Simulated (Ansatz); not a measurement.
Input:

```yaml
crystal:
  periodic: [false, false, false]
  atoms:
    - { symbol: Li, position_ang: [-1.368217, -1.945568, -1.136144] }
    - { symbol: C, position_ang: [-0.292707, -1.080066, 0.212035] }
    - { symbol: Si, position_ang: [0.396932, 0.443469, 0.413009] }
    - { symbol: O, position_ang: [0.297702, 1.718861, -0.641144] }
    - { symbol: H, position_ang: [-0.055202, -1.71394, 1.075775] }
    - { symbol: H, position_ang: [1.21266, 0.986816, 1.514092] }
    - { symbol: H, position_ang: [-0.191158, 1.590438, -1.437613] }
basis:
  gaussian: { orbitals: def2-SVP }
hamiltonian:
  xc: hf
md:
  timestep: 0.5
  n_steps: 250
  ensemble: nvt_nose_hoover
  temperature: 50.0
  initial_velocities: maxwell_boltzmann
  seed: 678329
  nose_hoover: { tau: 20.0, chain_length: 1 }
  temperature_schedule:
    - { n_steps: 62, end_temperature: 50.0 }
    - { n_steps: 188, end_temperature: 12.5 }
scf:
  lower_state_search: "off"
```

Launched with:

```bash
$ ansatz run input.yaml --threads 1 --pin off --max-ram 2048MiB --backend cpu --events-out ev --progress --plain --runs-dir out
```

Hardware: 1 thread of Arm Neoverse N1, with other jobs on the host.

Task: Roughly how long does this run take, and how much memory?

Result: 4.6 min, with a peak of 0.11 GiB, for 251 ionic steps.
